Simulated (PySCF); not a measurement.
A structure optimised at PBE0-D3(BJ)/def2-SVP, used in a PySCF frequency run:

```
O
C 1 1.4001
H 2 1.1027 1 108.42
H 2 1.1067 3 107.54 1 121.88
H 2 1.1088 3 107.22 4 115.32
Sb 1 1.9962 2 118.94 3 -167.71
O 6 1.9851 1 97.76 2 -83.56
C 7 1.4025 6 119.43 1 -48.93
H 8 1.1026 7 108.40 6 170.97
H 8 1.1050 9 108.22 7 122.25
H 8 1.1079 9 107.88 10 116.12
H 6 1.7292 7 95.18 8 40.53
```

Question: Write its SMILES and formula.

Answer: C[O][SbH][O]C, C2H7O2Sb

Question: What are its rotational constants (standard atomic weights)?

Answer: 3.2024, 2.4141, 1.5456 GHz
